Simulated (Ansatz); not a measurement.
Consider the cleavage of the B–Sb bond: `[BH2][Sb]([CH3])[CH3]` + `OC[SiH](F)F` → `BOC[SiH](F)F` + `[CH3][SbH][CH3]`.

Isolated molecules relaxed with PBE0-D4/def2-TZVP in Ansatz; ΔE leaves out vibrations. CBS: MP2 limit from def2 TZ/QZ plus the TZ coupled-cluster correction, frozen cores. Functionals use def2-TZVPP. def2 core potentials past Kr. For Sb outer-core shells are correlated without core-valence functions, which leaves a few kJ/mol of doubt a bond. One conformer a species, not always the lowest.

```json
{"species": "`[BH2][Sb]([CH3])[CH3]`", "r2SCAN energy (Eh)": "-346.15146"}
{"species": "`OC[SiH](F)F`", "r2SCAN energy (Eh)": "-605.02464"}
{"species": "`BOC[SiH](F)F`", "r2SCAN energy (Eh)": "-630.49362"}
{"species": "`[CH3][SbH][CH3]`", "r2SCAN energy (Eh)": "-320.73867"}
```

Problem. Work out ΔE.

Solution. ΔE = (-630.49362) + (-320.73867) − (-346.15146) − (-605.02464) = -0.05619 Eh = -147.5 kJ/mol. CCSD(T)/CBS gives -144.0 kJ/mol.

Largest T1 diagnostic among the species: 0.014.

In def2-TZVPP, CCSD(T) changes the Hartree–Fock value by +11.9 kJ/mol (the triples alone add +1.3 kJ/mol) and MP2 by +13.5 kJ/mol.
